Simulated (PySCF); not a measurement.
Computed with TPSSh-D3(BJ)/def2-TZVP // TPSS-D3(BJ)/def2-SVP (PySCF). Gas-phase values, no solvent. 

Reference species: [Ti(F)3] (neutral, multiplicity 2).

| Property | Result |
|---|---|
| coordination number | 3 |
| charge on the central atom (Mulliken) | 1.41 e |
| highest occupied spin orbital | -6.17 eV |

Changed species: [Zr(F)3] (M = Zr, multiplicity 2; the reference has M = Ti, multiplicity 2).

Question: Predict the effect on the coordination number, charge on the central atom (Mulliken) and highest occupied spin orbital.

Answer: the coordination number is nearly the same; the charge on the central atom (Mulliken) falls by 0.02 e, to 1.39 e; the highest occupied spin orbital rises by 0.81 eV, to -5.36 eV.
